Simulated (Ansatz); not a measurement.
Stepwise reaction of `[Br][SnH3]` with hydrogen chloride, as a gas-phase model of exchange steps in deposition or etching. ΔE in kJ/mol; ΔG adds harmonic PBE0-D4 terms to CCSD(T)/CBS, at 1 bar.

Program: Ansatz. Geometries: PBE0-D4/def2-TZVP. ΔE: electronic, gas phase. CCSD(T)/CBS adds triple-zeta CCSD(T) − MP2 to the extrapolated MP2 energy (def2 sets, frozen cores). This one scheme is used for every species. Functionals use def2-TZVPP. B3LYP here is the variant with VWN-RPA as its local correlation; programs differ in this. def2 core potentials past Kr. For Br, Sn outer-core shells are correlated without core-valence functions, which leaves a few kJ/mol of doubt a bond. Scalar relativity is left out up to krypton.

| step | reaction | PBE-D4 | B3LYP-D4 | ωB97M-V | CCSD(T)/CBS | ΔG(600 K) |
| --- | --- | --- | --- | --- | --- | --- |
| 1 | `[Br][SnH3]` + HCl → `[Cl][SnH2][Br]` + H₂ | -71.2 | -72.3 | -68.5 | -73.7 | -70.3 |
| 2 | `[Cl][SnH2][Br]` + HCl → `[Cl][SnH]([Cl])[Br]` + H₂ | -67.5 | -68.2 | -64.2 | -68.9 | -59.9 |

Task: Give the row of step 3, `[Cl][SnH]([Cl])[Br]` + HCl → `[Cl][Sn]([Cl])([Cl])[Br]` + H₂. (Best estimate.)

Result: Ansatz gave: 
```json
{"step": "3", "reaction": "`[Cl][SnH]([Cl])[Br]` + HCl → `[Cl][Sn]([Cl])([Cl])[Br]` + H₂", "PBE-D4": "-59.5", "B3LYP-D4": "-60.7", "ωB97M-V": "-56.1", "CCSD(T)/CBS": "-60.4", "ΔG(600 K)": "-45.4"}
```

Task: By hand: ΔE of the 3 steps together at CCSD(T)/CBS.

Result: (-73.7) + (-68.9) + (-60.4) = -203.0 kJ/mol, or -67.7 kJ/mol a step.

In ΔE each step is higher than the one before. All are downhill at CCSD(T)/CBS. ΔG lies between -70.3 and -45.4 kJ/mol a step. PBE-D4 differs from CCSD(T)/CBS by 0.9 to 2.5 kJ/mol a step. Isolated molecules leave out the surface, adducts and barriers. Largest T1 diagnostic: 0.010.
